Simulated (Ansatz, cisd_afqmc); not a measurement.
System: CF, charge 0, doublet. CF (SMILES [C]F, doublet).
B3LYP-D3(BJ)/def2-TZVP minimum from Ansatz (a program for electronic structure):
```xyz
2

C      0.0000     0.0000    -0.7653
F      0.0000     0.0000     0.5102
```
Charge 0, spin multiplicity 2.

Total energies in cc-pVDZ, 11 correlated electrons, 2 frozen orbitals. Radicals and triplets start from unrestricted determinants; spin-orbit coupling is neglected. Correlated methods leave the cores frozen. No relativity. AFQMC is phaseless with a CISD trial state; ± is one standard error, without the phaseless bias. Outlying blocks are dropped, and bars are widened where a walk drifts. Over all cases where full CI ran beside it in this data, AFQMC minus full CI had a median of +0.1 mEh and passed +0.4 mEh in a tenth of the cases.

```csv
method,program,energy (Eh),minus CCSDTQ (mEh)
HF,Ansatz,-137.18004,296.16
MP2,Ansatz,-137.45004,26.16
CCSD,Ansatz,-137.46791,8.29
CCSD(T),Ansatz,-137.47500,1.20
CCSDT(Q),Ansatz,-137.47628,-0.08
CCSDTQ,Ansatz,-137.47620,0.00
AFQMC/CISD,cisd_afqmc,-137.4754 ± 0.0005,0.8 ± 0.5
```

Rough core times of Ansatz's runs on a shared machine: CCSD(T) under 20 s, CCSDT(Q) 30 s, CCSDTQ 10 min.
